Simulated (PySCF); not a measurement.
A calculated (UHF, PySCF 2.14, x2c-TZVPall, scalar relativity by spin-free X2C-1e) atom or ion has these occupied shells.

```json
{"shell": "1s α", "electrons": "1", "orbital energy (eV)": "-30642.6", "rms radius, mean of both spins (bohr)": "0.0325"}
{"shell": "1s β", "electrons": "1", "orbital energy (eV)": "-30642.5", "rms radius, mean of both spins (bohr)": "0.0325"}
{"shell": "2s α", "electrons": "1", "orbital energy (eV)": "-4757.7", "rms radius, mean of both spins (bohr)": "0.133"}
{"shell": "2s β", "electrons": "1", "orbital energy (eV)": "-4757.7", "rms radius, mean of both spins (bohr)": "0.133"}
{"shell": "2p α", "electrons": "3", "orbital energy (eV)": "-4267.0", "rms radius, mean of both spins (bohr)": "0.118"}
{"shell": "2p β", "electrons": "3", "orbital energy (eV)": "-4266.9", "rms radius, mean of both spins (bohr)": "0.118"}
{"shell": "3s α", "electrons": "1", "orbital energy (eV)": "-973.38", "rms radius, mean of both spins (bohr)": "0.352"}
{"shell": "3s β", "electrons": "1", "orbital energy (eV)": "-973.26", "rms radius, mean of both spins (bohr)": "0.352"}
{"shell": "3p α", "electrons": "3", "orbital energy (eV)": "-809.15", "rms radius, mean of both spins (bohr)": "0.352"}
{"shell": "3p β", "electrons": "3", "orbital energy (eV)": "-808.97", "rms radius, mean of both spins (bohr)": "0.352"}
{"shell": "3d α", "electrons": "5", "orbital energy (eV)": "-557.63", "rms radius, mean of both spins (bohr)": "0.331"}
{"shell": "3d β", "electrons": "5", "orbital energy (eV)": "-557.59", "rms radius, mean of both spins (bohr)": "0.331"}
{"shell": "4s α", "electrons": "1", "orbital energy (eV)": "-176.20", "rms radius, mean of both spins (bohr)": "0.843"}
{"shell": "4s β", "electrons": "1", "orbital energy (eV)": "-175.87", "rms radius, mean of both spins (bohr)": "0.843"}
{"shell": "4p α", "electrons": "3", "orbital energy (eV)": "-123.43", "rms radius, mean of both spins (bohr)": "0.912"}
{"shell": "4p β", "electrons": "3", "orbital energy (eV)": "-123.05", "rms radius, mean of both spins (bohr)": "0.912"}
{"shell": "4d α", "electrons": "5", "orbital energy (eV)": "-43.956", "rms radius, mean of both spins (bohr)": "1.11"}
{"shell": "4d β", "electrons": "5", "orbital energy (eV)": "-43.646", "rms radius, mean of both spins (bohr)": "1.11"}
{"shell": "5s α", "electrons": "1", "orbital energy (eV)": "-19.833", "rms radius, mean of both spins (bohr)": "2.45"}
{"shell": "5s β", "electrons": "1", "orbital energy (eV)": "-13.735", "rms radius, mean of both spins (bohr)": "2.45"}
{"shell": "5p α", "electrons": "3", "orbital energy (eV)": "-9.033", "rms radius, mean of both spins (bohr)": "3.05"}
```

(1) Name the element and its charge.

Answers

(1) Sb (antimony, neutral), in [Kr] 4d10 5s2 5p3, high-spin 4S determinant.
